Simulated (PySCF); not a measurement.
## Cu³⁺: interval between two levels

Cu³⁺ [Ar] 3d8 [3F4, M_J = 4] → Cu³⁺ [Ar] 3d7 4p1 [5G6, M_J = 6], as a difference of total energies. All numbers are calculated (PySCF 2.14, the two-component X2C-1e Hamiltonian, in x2c-SVPall-2c with one added diffuse shell each of s, d type (6s5p4d1f, 48 functions)). Correlated levels: [Ne] frozen; the 6 highest virtual spinors dropped. "Screened" scales the spin-orbit matrix elements by Boettger's factors to mimic the two-electron term; Breit and QED terms are absent.

| method | interval between two levels (cm⁻¹) |
| --- | --- |
| GHF (spin-free) | 205530 |
| GMP2 (spin-free) | 211170 |
| GHF (screened spin-orbit) | 205690 |
| GMP2 (screened spin-orbit) | 211330 |

The labels give the starting determinants; with spin-orbit coupling the two ends relaxed to ⟨J²⟩ = 20.00, ⟨L²⟩ = 12.01, ⟨S²⟩ = 2.00 and ⟨J²⟩ = 42.00, ⟨L²⟩ = 20.04, ⟨S²⟩ = 5.99.
